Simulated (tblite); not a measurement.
Energy landscape of Ga2O, singlet: map of symmetric stretch and bend. Scanned: O-Ga bond length and Ga-O-Ga angle.

Cartesian coordinates as functions of the variables (Å; names that start with a are angles):
```
O  0  0  0
Ga  r*sin(a/2)  0  r*cos(a/2)
Ga  -r*sin(a/2)  0  r*cos(a/2)
```

Computed with tblite with GFN2-xTB, 300 K electronic temperature.

Energy in mEh above the lowest grid point; x is the O-Ga bond length (Å), y the Ga-O-Ga angle (°).

```csv
y \ x,1.55,1.64,1.73,1.82,1.91,2,2.09,2.18,2.28,2.37,2.46
180,50.7,17.7,3.2,0.0,4.3,13.9,27.7,44.5,66.1,87.6,110.6
171.36,51.0,18.0,3.6,0.4,4.6,14.3,28.0,44.8,66.3,87.8,110.8
162.73,51.9,19.0,4.6,1.4,5.7,15.2,28.8,45.6,67.0,88.3,111.2
154.09,53.5,20.8,6.4,3.2,7.4,16.9,30.3,46.9,68.1,89.3,112.0
145.45,56.2,23.4,9.1,5.9,10.0,19.2,32.5,48.8,69.7,90.6,113.1
136.82,60.0,27.2,12.9,9.5,13.4,22.4,35.3,51.3,71.9,92.5,114.6
128.18,65.5,32.5,17.8,14.2,17.7,26.4,38.9,54.6,74.7,94.9,116.7
119.55,72.8,39.3,24.1,20.0,23.1,31.3,43.4,58.6,78.2,97.9,119.3
110.91,82.9,48.2,32.3,27.4,29.8,37.4,48.9,63.5,82.5,101.7,122.6
102.27,97.1,59.9,42.4,36.5,37.9,44.7,55.5,69.5,87.8,106.4,126.8
93.64,119.3,76.4,55.7,47.9,48.0,53.7,63.5,76.7,94.4,112.2,131.9
85,161.8,103.9,75.5,63.3,60.9,64.9,73.4,85.5,102.3,119.6,138.3
```

Points that lie below all their neighbours on the grid: x = 1.82, y = 180 on the edge of the grid (0.0 mEh).
